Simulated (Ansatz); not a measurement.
**Ligand exchange: C2H5CdCl + CH3FO → C2H6CdO + CH2ClF**

Species: C2H5CdCl `C[CH2][Cd][Cl]`, singlet; CH3FO `OCF`, singlet; C2H6CdO `C[CH2][Cd][OH]`, singlet; CH2ClF (chlorofluoromethane) `FCCl`, singlet. The partners trade Cl for OH: Cd–Cl and C–OH bonds give way to Cd–OH and C–Cl.

Shapes, held fixed at every level: PBE0-D4/def2-TZVP. Flexible molecules stand in one conformer, not always the lowest. Programs: Ansatz 0.2.0. The zero-point and thermal change to 298 K, harmonic and unscaled (PBE0-D4/def2-TZVP), is -6.2 kJ/mol.

```
               level                    kind  ΔH(298 K) (kJ/mol)  less CCSD(T)/def2-TZVPP  CPU time (sum over the molecules)
    SPW92/def2-TZVPP                     LDA              +120.5                     -4.9                               12 s
r2SCAN-D4/def2-TZVPP                meta-GGA              +125.2                     -0.2                               43 s
 B3LYP-D4/def2-TZVPP           global hybrid              +125.9                     +0.5                               35 s
  wB97M-V/def2-TZVPP  range-separated hybrid              +129.9                     +4.5                               94 s
  wB97X-V/def2-TZVPP  range-separated hybrid              +129.8                     +4.4                               65 s
   B2PLYP/def2-TZVPP           double hybrid              +124.6                     -0.8                               43 s
  CCSD(T)/def2-TZVPP   coupled cluster or CI              +125.4                      0.0                             28 min
```

The highest level, CCSD(T)/def2-TZVPP, gives ΔH(298 K) = +125.4 kJ/mol; the levels span +120.5 to +129.9. The column of differences is taken from that level and isn't an error. No measured value is set beside it here. For atoms past krypton def2 sets carry core potentials with scalar relativity. Outer-core shells of Cd are correlated, in sets that cover them unevenly. Times are processor times on shared x86 and Arm servers, and rough.
